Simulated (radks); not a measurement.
Spin polarisation of the 2p1 shell in C+. Start: [He] 2s2 2p(up 0.5, down 0.5); electrons of 2p are moved from spin down to spin up, other shells keep equal spins. All-electron calculation, scalar-relativistic Kohn-Sham, PBEsol, spin-polarised, spherical densities, finite nucleus; Fermi nuclear charge, rms radius of each element as measured or else 0.836 A^(1/3) + 0.57 fm. Program: a radial shooting solver on a logarithmic mesh with Libxc functionals.

moment (Bohr magnetons)  E - E(0) (eV)  e(2p up) (eV)  e(2p down) (eV)  2s down minus up (eV)
0                                0.000        -16.907          -16.907                  0.000
0.25                            -0.028        -17.118          -16.677                  0.446
0.5                             -0.110        -17.312          -16.428                  0.895
0.75                            -0.249        -17.488          -16.158                  1.348
1                               -0.443        -17.647          -15.867                  1.807

At moment 1 the spin-polarisation energy is -0.443 eV and the 2p exchange splitting 1.780 eV, that is 1.780 eV per Bohr magneton; E = -I m^2/4 would give I = 1.772 eV.
